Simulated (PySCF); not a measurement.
Species: C5H6F3N2 (charge +1).
SMILES: `FC(F)(F)Cc1c[nH+]c[nH]1`

Four sets of settings were typed for PySCF runs (density fitting) on one GFN2-xTB geometry. Runs with no stated cap are allowed at least 80 cycles.

Question: One run ended without self-consistency. Which?
A. PBE0/STO-3G, grid level 1
B. PBE0/ANO-RCC-VDZP, damping 2.0 at the start, DIIS from the seventh cycle, at most 2 cycles
C. PBE0/def2-SVPD
D. X3LYP/IGLO-II, energy threshold 1e-06 Eh, fitting basis def2-universal-jkfit

Answer: B. The cap of 2 cycles ended the SCF with an orbital gradient of 2.5e+00, before the energy threshold of 1e-09 Eh and the gradient threshold (its square root) were both met. Raise the cap, and go back to no damping. Its energy and orbitals aren't self-consistent and shouldn't be used.

The end of its output:
```
damping 2.00 in the first 6 cycles
final grid: 145072 points
cycle   1  E = -602.3755722694  dE =  2.394e+00  |g| = 8.682e-01  |ddm| = 5.728e+00
cycle   2  E = -601.2816381520  dE =  1.094e+00  |g| = 2.487e+00  |ddm| = 1.339e+00
SCF not converged, last energy = -601.2816381520
```

The others met their thresholds:

```csv
settings,basis functions,SCF cycles,E (Eh),HOMO (eV),LUMO (eV)
PBE0/def2-SVPD,257,14,-601.9266,-12.63,-5.71
"X3LYP/IGLO-II, energy threshold 1e-06 Eh, fitting basis def2-universal-jkfit",256,8,-602.9095,-12.44,-5.78
"PBE0/STO-3G, grid level 1",56,10,-594.3080,-9.97,-3.85
```

Cycle counts include a coarse-grid stage where the run had one.

Conformer computed: `[F:1][C:2]([F:3])([F:4])[CH2:5][c:6]1[cH:7][nH+:8][cH:9][nH:10]1`: F1–C2–C5–C6 179°, C2–C5–C6–C7 -114°.
